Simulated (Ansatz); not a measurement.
System: C4H2ISe, charge 0, multiplicity 2. It need not be the lowest isomer of its formula. 
Coordinates optimised at B3LYP-D3(BJ)/def2-TZVP (Ansatz, an electronic-structure program):
```xyz
8

I      1.9418    -0.7794    -0.3185
C     -0.0391    -0.1379    -0.0708
C     -0.3698     1.0250     0.5010
Se    -2.1969     1.3520     0.5966
C     -2.3778    -0.3255    -0.2529
C     -1.1788    -0.9077    -0.5003
H     -3.3568    -0.7132    -0.4844
H     -1.0734    -1.8707    -0.9801
```
Charge 0, spin multiplicity 2.

Property: atomisation energy (electronic, to ground-state atoms), in kcal/mol. Valence correlation only, unless marked. Open shells are spin-unrestricted. No spin-orbit coupling. The frozen core is the preceding noble-gas configuration, with the filled d and f shells of earlier blocks. Past Kr the def2 sets carry scalar-relativistic core potentials. STO-3G rows are all-electron and non-relativistic. The coupled-cluster limit lacks core correlation, which all-electron functionals hold. CBS marks a two-point X^-3 extrapolation of the correlation energy; Hartree-Fock from the larger set.

```tsv
level	program	atomisation energy (kcal/mol)	minus last row
HF/def2-SVP	Ansatz	535.4	-232.0
BLYP-D4/def2-TZVPD	Ansatz + dftd4	779.6	12.2
revPBE-D3(BJ)/def2-TZVPD	Ansatz + dftd3	790.1	22.7
r2SCAN/def2-TZVPD	Ansatz	784.7	17.3
PBE0/def2-SVP	Ansatz	795.3	27.9
PBE0-D4/def2-TZVPD	Ansatz + dftd4	793.6	26.2
BHLYP-D4/def2-TZVPD	Ansatz + dftd4	734.9	-32.5
HSE06/def2-TZVPD	Ansatz	788.6	21.2
CAM-B3LYP-D4/def2-TZVPD	Ansatz + dftd4	768.2	0.8
B2PLYP-D4/def2-TZVPD	Ansatz + dftd4	767.1	-0.3
MP2/STO-3G	Ansatz	742.1	-25.3
MP2/def2-SVP	Ansatz	737.5	-29.9
MP2/def2-TZVPP	Ansatz	761.1	-6.3
MP2/def2-QZVPP	Ansatz	774.5	7.1
MP2/CBS(def2-TZVPP,def2-QZVPP)	Ansatz	783.9	16.5
RI-MP2/def2-TZVPP	Ansatz	760.9	-6.5
SCS-MP2/STO-3G	Ansatz	740.1	-27.3
SCS-MP2/def2-SVP	Ansatz	717.4	-50.0
SCS-MP2/def2-QZVPP	Ansatz	754.2	-13.2
CCSD/CBS(def2-TZVPP,def2-QZVPP)	Ansatz	741.8	-25.6
CCSD(T)/CBS(def2-TZVPP,def2-QZVPP)	Ansatz	767.4	0.0
```

The UHF reference is spin-contaminated (<S^2> 0.44 over the pure value in the largest basis).
